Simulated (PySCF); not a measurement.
C3H8OSi, SMILES O[SiH]1CCC1. Geometry optimised at PBE-D3(BJ)/def2-SVP. Other conformers were not sampled.

Computed equilibrium geometry at PBE-D3(BJ)/def2-SVP (PySCF confirms it by a frequency run) as Cartesian coordinates in Å (one conformer of several):
```xyz
13

O      1.9105     0.8186    -0.2856
Si     0.5264     0.1571     0.4110
C     -1.1498     0.8598    -0.1186
C     -1.6447    -0.6238    -0.1430
C     -0.2923    -1.3829    -0.3424
H      2.7047     0.8118     0.2743
H      0.7215     0.0619     1.9074
H     -1.7234     1.5720     0.5052
H     -1.0807     1.2701    -1.1484
H     -2.0892    -0.8913     0.8389
H     -2.4149    -0.8413    -0.9132
H     -0.0397    -1.4611    -1.4211
H     -0.2104    -2.3893     0.1117
```
